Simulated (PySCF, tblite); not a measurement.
Compound: C7H13PS.
SMILES with atom numbers: `[CH3:1][C:2]1=[CH:3][P@@:4]1(=[S:5])[C:6]([CH3:7])([CH3:8])[CH3:9]` (hydrogens: H10, H11, H12 on C1; H13 on C3; H14, H15, H16 on C7; H17, H18, H19 on C8; H20, H21, H22 on C9)

Structure optimised with GFN2-xTB, isolated species.

Question: Give the optimised bond lengths and angles.

Answer: 
```
                   bond  length (Å)
                  C1–C2       1.471
                  C2=C3       1.339
                  C3–P4       1.808
                  P4=S5       1.942
                  P4–C6       1.882
    C6–C7, C6–C8, C6–C9       1.523
                  C2–P4       1.816
 C1–H10, C1–H11, C1–H12       1.090
                 C3–H13       1.072
C7–H14 and 8 like bonds       1.089
```

Bonds in one row agree within 0.01 Å and their mean is given. A selection of angles:
```
     angle  degrees
 C2–C1–H10    109.9
H10–C1–H11    107.7
H10–C1–H12    109.4
  C1–C2–C3    141.7
  C1–C2–P4    149.7
  C3–C2–P4     68.0
  C2–C3–P4     68.6
 C2–C3–H13    139.6
 P4–C3–H13    151.0
  C3–P4–S5    124.3
  C3–P4–C6    112.0
  S5–P4–C6    118.2
  C2–P4–C3     43.4
  C2–P4–S5    125.0
  C2–P4–C6    112.4
  P4–C6–C7    110.4
  P4–C6–C8    105.9
  C7–C6–C8    111.7
 C6–C7–H14    109.5
 C6–C7–H15    110.9
H14–C7–H15    108.5
H17–C8–H18    108.6
```

Torsions: C1–C2–C3–P4 -172° (antiperiplanar); C2–C3–P4–S5 107° (anticlinal); C3–P4–C6–C7 26° (synperiplanar); C1–C2–P4–C3 171° (antiperiplanar).

Of the pairs four or more bonds apart, C3···H15 is among the closest relative to their van der Waals radii: 2.79 Å, 96 % of the sum of Bondi's values. P4 (phosphorus bonded to 3 C and S) has angles from 43.4° to 125.0°. The C–C distances run from 1.339 Å (C2=C3, drawn double) to 1.524 Å (C6–C9, drawn single), a spread of 0.185 Å. The 3-membered ring C2–C3–P4 has internal angles of 43.4° to 68.6°. The C–P distances run from 1.808 Å (C3–P4, drawn single) to 1.882 Å (P4–C6, drawn single), a spread of 0.074 Å.

Point group: C1 (no symmetry element, even within 0.4 Å). Its GFN2-xTB frequencies are all real (lowest 30 cm⁻¹). 2 starts were optimised and ended at 0.00 and 0.02 kcal/mol (GFN2-xTB); the lowest of these is shown.

All values are computed, not measured.
